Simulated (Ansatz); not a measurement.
This geometry of BF2H + H2S (7 atoms, charge 0, multiplicity 1) is a first-order saddle point.

These are results of Ansatz 0.2.0, RKS PBE-D4/def2-SVP, not measurements.

```xyz
7
Properties=species:S:1:pos:R:3
B -0.045 -0.265 0.044
H -0.195 0.065 1.358
F 0.984 0.452 -0.454
F -1.261 -0.206 -0.542
S 0.563 -2.232 0.321
H -0.721 -2.687 0.369
H 0.139 -0.965 1.318
```

(1) Which two structures does it join? (They come from a converged band through this point; their orientation in space is the band's.)

(2) How far does it lie above each of them?

Answers

(1) Bonds broken: B1–H2, S5–H7. Bonds formed: B1–S5, H2–H7. BF2H + H2S becomes BF2HS + H2.

Initial state:

```xyz
7
Properties=species:S:1:pos:R:3
B 0.041 0.315 0.017
H 0.623 0.871 0.923
F 0.684 -0.043 -1.096
F -1.295 0.269 -0.011
S 0.266 -2.232 1.249
H 0.237 -2.781 0.003
H -1.094 -2.236 1.328
```

Final state:

```xyz
7
Properties=species:S:1:pos:R:3
B 0.094 -0.650 -0.667
H -0.395 0.265 2.532
F 1.017 0.233 -1.037
F -1.187 -0.292 -0.724
S 0.618 -2.297 -0.114
H -0.652 -2.727 0.125
H -0.030 -0.370 2.299
```

(2) 22.0 kcal/mol above the first and 29.9 kcal/mol above the second. This is the barrier of this one path; another mechanism may lie lower. The orbitals stay closed-shell, which can raise the energy where a bond breaks towards radicals; this wasn't checked here.

Run time: 6.5 min on 1 thread of Arm Neoverse V2 (shared host), peak memory 0.15 GiB.
